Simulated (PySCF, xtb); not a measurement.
SiFI, SMILES F[Si]I (connectivity only; charge and spin as stated), neutral, multiplicity 1.

GFN2-xTB run with xtb at its own geometry gives an orbital gap of 2.82 eV and a dipole moment of 3.90 D.

The structure is a stationary point at PBE0-D3(BJ)/def2-TZVP. The def2 effective core potentials stand for the cores of I; spin–orbit coupling is left out.

Problem. What does CAM-B3LYP/def2-TZVPD in PySCF give? (Estimate from the structure and the level; the computed values follow.)

Solution. gap 6.94 eV (levels -8.72 and -1.78 eV), dipole 1.20 D.
